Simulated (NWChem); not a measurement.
System: ZnH$_{2}$SO; SMILES [OH][Zn][SH]

```xyz
5

Zn    -0.0156    -0.3671     0.0067
O      0.0072    -2.1367    -0.0897
H     -0.0973    -2.5939     0.7505
S     -0.0494     1.8005    -0.0181
H      1.2984     1.8914     0.0539
```
Atoms are numbered in this order, from 1.

Program: NWChem. Pople sets run with spherical d functions. Medium grid unless said otherwise, to which SCAN and Minnesota functionals are sensitive. Coordinates come from a PBE0/def2-SVP optimisation. Hybrids' shares of exact exchange are those that their runs print; pure functionals count as 0. The functionals differ in more than this share.

```csv
row,share of exact exchange,highest occupied level (eV)
PBE/6-31G*,0.00,-6.07
RPBE/6-31G*,0.00,-6.02
TPSSh/6-31G*,0.10,-6.65
B3LYP/6-31G*,0.20,withheld
MN15/6-31G*,0.44,-8.00
Hartree-Fock/6-31G*,1.00,-10.14
```

Q: Fit a straight line of the last column on the one before it, predict the withheld value, and compare with the run.

A: 
1. Means of the 5 shown rows: x = 0.308, y = -7.376. Slope Σ(x − x̄)(y − ȳ)/Σ(x − x̄)² = -2.966/0.7293 = -4.067; intercept -6.123.
2. The shown rows scatter about the line by 0.087 (root mean square); the largest residual is -0.12, at TPSSh/6-31G*.
3. At x = 0.20 (B3LYP/6-31G*; inside the shown range) the line gives -6.94.
4. The run gives -7.06, -0.12 from the line, 1.4 times the scatter.
